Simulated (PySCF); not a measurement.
Harmonic spectrum computed at PBE0 in the def2-TZVP basis family (core potentials from Rb on, PySCF, no spin–orbit coupling):

| ω (cm⁻¹) | IR (km/mol) |
| --- | --- |
| 373 | 91.9 |
| 580 | 1.1 |
| 679 | 32.9 |
| 755 | 7.2 |
| 800 | 55.6 |
| 841 | 34.8 |
| 909 | 46.5 |
| 1117 | 163 |
| 1898 | 198 |
| 1919 | 105 |
| 2061 | 22.0 |
| 2068 | 16.3 |

Problem. Which molecule gave it? In each, all ligands are bound to the one heavy central atom.
A. H₄SO (singlet)
B. H₄WO (singlet)
C. H₄TeO (singlet)
D. H₄MoO (singlet)
E. H₄SeO (singlet)

Solution. D. It has Cs symmetry with Mo–H 1.654 Å (×2), Mo–H 1.709 Å (×2), Mo–O 1.643 Å.
